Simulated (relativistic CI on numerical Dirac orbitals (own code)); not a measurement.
# d2 in a ligand field

Computed with a parametric ligand-field model of a d^n configuration (Racah B and C, spin-orbit zeta, crystal field), exact diagonalisation.

Field parameters in Wybourne normalisation: Oh B⁴₀ = 21Dq, B⁴₄ = √(5/14) B⁴₀. The field is a parameter set, without covalency.

(1) Ground term and bands for B = 330, C = 1490, ζ = 0 cm⁻¹, Oh, 10Dq = 17400 cm⁻¹?

(2) A d2 ion in Oh symmetry has the ground term 3T1 and bands at 1T2 5475 cm⁻¹ (1826 nm), 1E 5504 cm⁻¹ (1817 nm), 1A1 13158 cm⁻¹ (760 nm), 3T2 34972 cm⁻¹ (286 nm), 3T1 40043 cm⁻¹ (250 nm), 3A2 71022 cm⁻¹ (141 nm). Which parameters reproduce them?

(3) A d2 ion in Oh symmetry has the ground term 3T1 and bands at 3T2 6525 cm⁻¹ (1533 nm), 1T2 12971 cm⁻¹ (771 nm), 1E 13571 cm⁻¹ (737 nm), 3A2 14075 cm⁻¹ (710 nm), 3T1 19299 cm⁻¹ (518 nm), 1T2 22168 cm⁻¹ (451 nm). Which parameters reproduce them?

(4) A d2 ion in Oh symmetry has the ground term 3T1 and bands at 1T2 11489 cm⁻¹ (870 nm), 1E 11573 cm⁻¹ (864 nm), 1A1 26546 cm⁻¹ (377 nm), 3T2 36305 cm⁻¹ (275 nm), 3T1 45360 cm⁻¹ (220 nm), 3A2 74355 cm⁻¹ (134 nm). Which parameters reproduce them?

(5) A d2 ion in Oh symmetry has the ground term 3T1 and bands at 1T2 5529 cm⁻¹ (1809 nm), 1E 5556 cm⁻¹ (1800 nm), 1A1 13062 cm⁻¹ (766 nm), 3T2 24923 cm⁻¹ (401 nm), 3T1 29147 cm⁻¹ (343 nm), 3A2 50723 cm⁻¹ (197 nm). Which parameters reproduce them?

Results:

(1) Ground term 3T1 with 0.01 electrons in the two orbitals of the cubic e set. Spin-allowed: 3T2 16601 cm⁻¹ (602 nm), 3T1 20751 cm⁻¹ (482 nm), 3A2 34001 cm⁻¹ (294 nm). Lowest spin-forbidden: 1T2 5074 cm⁻¹ (1971 nm), 1E 5113 cm⁻¹ (1956 nm), 1A1 11762 cm⁻¹ (850 nm).

(2) B = 410, C = 1460, ζ = 0 cm⁻¹, Oh, 10Dq = 36050 cm⁻¹.

(3) B = 920, C = 3500, ζ = 0 cm⁻¹, Oh, 10Dq = 7550 cm⁻¹.

(4) B = 720, C = 3460, ζ = 0 cm⁻¹, Oh, 10Dq = 38050 cm⁻¹.

(5) B = 340, C = 1700, ζ = 0 cm⁻¹, Oh, 10Dq = 25800 cm⁻¹.
